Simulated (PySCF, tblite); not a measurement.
A set of runs on `Fc1co[c]c1S` [radical]; the geometry of each is named by its level. Settings lines and outputs come from a driver script.

Compound: C₄H₂FOS (doublet state).
Numbering: `[F:1][c:2]1[cH:3][o:4][c:5][c:6]1[SH:7]` (hydrogens: H8 on C3; H9 on S7)

Step 1: GFN2-xTB geometry optimisation, gas phase (tblite 0.8.0) (from a force-field or distance-geometry start)
```json
{"job": {"kind": "relax", "xc": "GFN2-xTB", "basis": "xTB"}, "charge": 0, "multiplicity": 2}
```
```
step      E/eV     max force
  0    -584.42564    3.266
  1    -584.62932    1.247
  2    -584.68254    1.035
...
 59    -584.89032    0.019
 60    -584.89038    0.019
 61    -584.89042    0.014
 62    -584.89043    0.010
 63    -584.89044    0.005
```

Energy lowered by 10.7 kcal/mol over 63 steps; largest atomic force 0.005 eV/Å at the end. «max force» is the largest atomic force in eV/Å.

The run took 0.24 s wall on one thread of an Arm Neoverse V2 (shared host).

Step 2: GFN2-xTB harmonic vibrations, gas phase (tblite 0.8.0) (on the GFN2-xTB geometry)
```json
{"job": {"kind": "ir", "xc": "GFN2-xTB", "basis": "xTB"}, "charge": 0, "multiplicity": 2}
```
```
(table of modes left out)
```

21 modes from 178 to 3186 cm⁻¹ (unscaled, harmonic); zero-point energy 28.9 kcal/mol; all wavenumbers are real at this level.

Time: 0.17 s of wall time. Hardware: one thread, Arm Neoverse V2 (aarch64), shared host with 96 logical CPUs at a one-minute load of 68.

Step 3: UKS B3LYP, pcH-1 on C F H O S, non-relativistic, mean-field spin-orbit, GIAO (PySCF 2.14.0) (on the GFN2-xTB geometry)
```json
{"job": {"kind": "epr", "basis": "pcH-1"}, "charge": 0, "multiplicity": 2}
```
```
...
E = -726.75270279 Eh   <S^2> = 0.7586 (exact 0.7500)
g shifts (ppm)      1          2          3
  rmc          -188       -188       -188
  gc             25         13        -41
  oz_so       -1410        207       1471
  total       -1572         33       1243
hyperfine (MHz)  atom isotope    a_iso     a_fc   dipolar eigenvalues
    0   19F      13.78      13.57    -25.09    -17.37     42.46
    1   13C      41.44      41.43     -2.80     -2.62      5.41
    2   13C      26.60      26.62    -12.15     -2.50     14.65
    3   17O    -119.75    -119.74    -14.59      6.29      8.30
    4   13C     670.63     670.75    -74.69    -51.25    125.95
    5   13C      70.88      70.94    -21.11     -6.52     27.64
    6   33S      -1.91      -1.93     -2.33     -0.29      2.62
    7    1H       4.86       4.87     -3.98     -0.78      4.76
    8    1H      -3.97      -3.97     -1.50     -1.43      2.93
```

⟨S²⟩ 0.759; g_iso 2.0022. rmc, gc and oz_so are the mass-correction, gauge-correction and orbital-Zeeman/spin–orbit parts of the g shift along its three principal axes; a_iso is the isotropic hyperfine coupling and a_fc its Fermi-contact part. The log counts atoms from 0, this text from 1.

Hardware: one thread of an Arm Neoverse V2, shared host with 96 logical CPUs at a one-minute load of 72. Cost: 38 s (grids of density and orbitals included), 0.71 GiB resident at most.

Geometry of the electronic-property runs (GFN2-xTB):
```
atom  x, y, z in Å
F1     0.241    1.794   -0.498
C2    -0.193    0.569   -0.187
C3    -1.484    0.152   -0.075
O4    -1.480   -1.160    0.253
C5    -0.230   -1.566    0.373
C6     0.651   -0.566    0.023
S7     2.391   -0.591   -0.030
H8    -2.420    0.666   -0.148
H9     2.537    0.706    0.264
```

 (This holds for the electronic-property runs.)

One conformer stands for the species.
